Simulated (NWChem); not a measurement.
Polarisability of hydrogen telluride (H₂Te)

SMILES: [TeH2]
```xyz
3

Te     0.0000     0.0000     0.0441
H     -1.1845     0.0000    -1.1474
H      1.1845     0.0000    -1.1474
```
Charge 0, spin multiplicity 1.

The numbers come from NWChem runs, not from measurements. Structure: optimised with PBE/def2-SVP with def2 effective core potentials on Te, a minimum by its harmonic frequencies.

Basis set: def2-SVPD. The field's frequency is 0.0773 Ha (589 nm).

Effective core potentials replace the inner electrons of Te; spin-orbit coupling is left out. B3LYP has NWChem's definition, with VWN1-RPA local correlation.

Q: Order these methods by the isotropic polarisability they give, lowest first: B3LYP, HF, PBE0, PBE.

A: HF (45.51 bohr³), PBE0 (46.79 bohr³), B3LYP (47.32 bohr³), PBE (48.33 bohr³)
